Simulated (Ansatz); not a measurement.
Born–Oppenheimer molecular dynamics of AlCl₂FH₂O (7 atoms, charge 0, multiplicity 1). It starts at the highest image of a converged band, a first-order saddle point between two minima.

Theory: Ansatz, RHF/6-31G*.

* ensemble: NVE (velocity Verlet)
* time step: 0.5 fs
* steps asked: 200
* starting velocities drawn for: 100 K
* seed: 9927

Frames 0.5 fs apart, positions in Å, forces in eV/Å.

Velocities at 80 fs (Å/ps):

```
Al -2.00 0.33 1.17
F -1.12 -0.24 -4.62
Cl -0.86 -0.49 0.63
Cl 1.29 1.26 0.85
O 2.71 -2.16 -0.16
H 14.66 -3.40 10.19
H 1.72 6.46 -3.83
```

```xyz
7
Properties=species:S:1:pos:R:3:forces:R:3 time_fs=80 energy_less_start_eV=-0.005 T=109
Al 0.018 -0.522 -0.187 0.08 0.00 0.06
F 0.132 0.150 1.700 -0.26 1.48 -1.30
Cl 1.795 0.388 -0.862 0.07 -0.07 -0.13
Cl -1.784 0.228 -0.957 -0.07 0.10 0.03
O 0.005 -2.116 0.404 0.12 0.18 0.16
H 0.331 -2.891 -0.024 0.01 -0.04 -0.02
H 0.160 -0.543 2.270 0.06 -1.65 1.20
7
Properties=species:S:1:pos:R:3:forces:R:3 time_fs=80.5 energy_less_start_eV=-0.005 T=109
Al 0.018 -0.522 -0.186 0.11 -0.05 0.06
F 0.131 0.150 1.697 -0.26 1.47 -1.28
Cl 1.794 0.388 -0.862 0.06 -0.07 -0.13
Cl -1.783 0.229 -0.956 -0.09 0.10 0.03
O 0.006 -2.118 0.404 0.12 0.19 0.15
H 0.338 -2.893 -0.018 0.00 -0.01 -0.02
H 0.160 -0.541 2.269 0.06 -1.63 1.19
7
Properties=species:S:1:pos:R:3:forces:R:3 time_fs=81 energy_less_start_eV=-0.015 T=123
Al 0.017 -0.522 -0.186 0.14 -0.08 0.07
F 0.131 0.150 1.695 -0.25 1.18 -1.02
Cl 1.794 0.387 -0.862 0.06 -0.07 -0.13
Cl -1.782 0.229 -0.956 -0.11 0.11 0.02
O 0.007 -2.119 0.404 0.12 0.18 0.14
H 0.345 -2.894 -0.013 -0.01 0.02 -0.01
H 0.162 -0.544 2.272 0.05 -1.34 0.94
7
Properties=species:S:1:pos:R:3:forces:R:3 time_fs=81.5 energy_less_start_eV=-0.027 T=141
Al 0.015 -0.521 -0.185 0.17 -0.11 0.08
F 0.130 0.150 1.692 -0.23 0.69 -0.60
Cl 1.793 0.387 -0.861 0.06 -0.07 -0.13
Cl -1.782 0.230 -0.955 -0.13 0.11 0.01
O 0.009 -2.120 0.404 0.13 0.17 0.12
H 0.353 -2.896 -0.009 -0.02 0.06 -0.01
H 0.163 -0.550 2.276 0.03 -0.85 0.52
7
Properties=species:S:1:pos:R:3:forces:R:3 time_fs=82 energy_less_start_eV=-0.034 T=151
Al 0.015 -0.521 -0.185 0.19 -0.14 0.10
F 0.129 0.151 1.689 -0.21 0.12 -0.11
Cl 1.793 0.387 -0.861 0.06 -0.07 -0.13
Cl -1.781 0.231 -0.955 -0.15 0.11 0.00
O 0.010 -2.121 0.404 0.13 0.16 0.11
H 0.360 -2.898 -0.004 -0.03 0.09 0.00
H 0.164 -0.558 2.282 0.00 -0.27 0.03
7
Properties=species:S:1:pos:R:3:forces:R:3 time_fs=82.5 energy_less_start_eV=-0.032 T=148
Al 0.014 -0.521 -0.184 0.22 -0.16 0.12
F 0.129 0.151 1.687 -0.18 -0.43 0.36
Cl 1.792 0.387 -0.861 0.07 -0.07 -0.14
Cl -1.780 0.231 -0.954 -0.17 0.12 0.00
O 0.012 -2.122 0.404 0.13 0.16 0.11
H 0.367 -2.899 0.001 -0.04 0.11 0.00
H 0.165 -0.566 2.288 -0.03 0.28 -0.45
7
Properties=species:S:1:pos:R:3:forces:R:3 time_fs=83 energy_less_start_eV=-0.022 T=134
Al 0.013 -0.521 -0.183 0.25 -0.18 0.13
F 0.128 0.151 1.684 -0.16 -0.88 0.75
Cl 1.792 0.386 -0.860 0.07 -0.07 -0.14
Cl -1.780 0.232 -0.954 -0.18 0.12 -0.01
O 0.013 -2.123 0.404 0.13 0.16 0.10
H 0.374 -2.900 0.006 -0.04 0.13 0.00
H 0.166 -0.574 2.293 -0.05 0.73 -0.84
7
Properties=species:S:1:pos:R:3:forces:R:3 time_fs=83.5 energy_less_start_eV=-0.011 T=117
Al 0.012 -0.521 -0.183 0.28 -0.21 0.14
F 0.127 0.152 1.681 -0.14 -1.20 1.03
Cl 1.792 0.386 -0.860 0.07 -0.07 -0.14
Cl -1.779 0.233 -0.954 -0.20 0.12 -0.02
O 0.015 -2.123 0.404 0.12 0.18 0.11
H 0.382 -2.901 0.011 -0.04 0.13 0.00
H 0.167 -0.580 2.296 -0.07 1.05 -1.12
7
Properties=species:S:1:pos:R:3:forces:R:3 time_fs=84 energy_less_start_eV=-0.003 T=105
Al 0.011 -0.521 -0.182 0.30 -0.23 0.15
F 0.126 0.152 1.679 -0.13 -1.36 1.18
Cl 1.791 0.386 -0.860 0.07 -0.08 -0.14
Cl -1.779 0.233 -0.953 -0.22 0.12 -0.02
O 0.016 -2.124 0.404 0.11 0.21 0.11
H 0.388 -2.901 0.016 -0.04 0.13 -0.02
H 0.168 -0.584 2.296 -0.09 1.21 -1.26
7
Properties=species:S:1:pos:R:3:forces:R:3 time_fs=84.5 energy_less_start_eV=-0.002 T=104
Al 0.010 -0.521 -0.181 0.33 -0.26 0.14
F 0.126 0.152 1.676 -0.13 -1.36 1.19
Cl 1.791 0.385 -0.860 0.06 -0.08 -0.14
Cl -1.778 0.234 -0.953 -0.23 0.12 -0.03
O 0.018 -2.125 0.404 0.09 0.25 0.13
H 0.395 -2.902 0.021 -0.03 0.11 -0.03
H 0.169 -0.585 2.293 -0.09 1.22 -1.26
7
Properties=species:S:1:pos:R:3:forces:R:3 time_fs=85 energy_less_start_eV=-0.009 T=114
Al 0.009 -0.521 -0.181 0.35 -0.28 0.12
F 0.125 0.151 1.674 -0.14 -1.21 1.08
Cl 1.790 0.385 -0.860 0.06 -0.08 -0.14
Cl -1.778 0.235 -0.952 -0.24 0.12 -0.03
O 0.019 -2.126 0.404 0.07 0.29 0.14
H 0.402 -2.902 0.026 -0.01 0.09 -0.05
H 0.169 -0.582 2.287 -0.08 1.07 -1.12
7
Properties=species:S:1:pos:R:3:forces:R:3 time_fs=85.5 energy_less_start_eV=-0.020 T=130
Al 0.009 -0.521 -0.180 0.37 -0.31 0.10
F 0.124 0.151 1.672 -0.16 -0.90 0.84
Cl 1.790 0.385 -0.859 0.06 -0.08 -0.14
Cl -1.777 0.235 -0.952 -0.25 0.13 -0.03
O 0.021 -2.127 0.404 0.04 0.34 0.15
H 0.409 -2.901 0.031 0.00 0.06 -0.07
H 0.170 -0.578 2.279 -0.06 0.76 -0.85
```

Of the whole run (100 fs, mean temperature of the second half 126 K): The conserved energy stayed within 0.091 meV per atom of its start (net change 0.044 meV per atom), so the integration is sound. A run of 0.1 ps of so small a system gives no equilibrium averages. The orbitals stay closed-shell, which can raise the energy where a bond breaks towards radicals; this wasn't checked here.

Run time: 5.2 min on 1 thread of Arm Neoverse V2, with other jobs on the host, peak memory 0.17 GiB.
